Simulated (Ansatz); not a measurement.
One change: `N[SiH2]CO` becomes `OC[SiH2]O[SiH3]`.

Ansatz, PBE0-D4/def2-TZVP geometries, multiplicity 1. Each molecule was computed in one conformer, which needn't be the lowest.

```
                                          property  `N[SiH2]CO`
size of the dipole moment (ωB97M-V/def2-TZVPP) / D         2.63
               HOMO–LUMO gap (PBE/def2-TZVPP) / eV         5.20
  size of the dipole moment (B3LYP/def2-TZVPP) / D         2.61
             LUMO energy (ωB97M-V/def2-TZVPP) / eV         1.75
                 LUMO energy (PBE/def2-TZVPP) / eV        -0.59
               HOMO energy (B3LYP/def2-TZVPP) / eV        -7.09
```

Task: Give the same properties after the change, and the shifts. (Estimate.)

Result: Computed: 
```tsv
property	`OC[SiH2]O[SiH3]`	shift
size of the dipole moment (ωB97M-V/def2-TZVPP) / D	2.30	-0.33
HOMO–LUMO gap (PBE/def2-TZVPP) / eV	5.77	0.57
size of the dipole moment (B3LYP/def2-TZVPP) / D	2.29	-0.32
LUMO energy (ωB97M-V/def2-TZVPP) / eV	1.74	-0.01
LUMO energy (PBE/def2-TZVPP) / eV	-0.81	-0.22
HOMO energy (B3LYP/def2-TZVPP) / eV	-7.95	-0.86
```

With PBE0 the HOMO falls by 0.85 eV and the LUMO falls by 0.17 eV, so the gap widens by about 0.68 eV. PBE moves the HOMO by -0.80 eV and ωB97M-V by -0.82 eV. Dipoles are sizes alone; their direction can turn.

B3LYP here is the variant with VWN-RPA as its local correlation; programs differ in this.
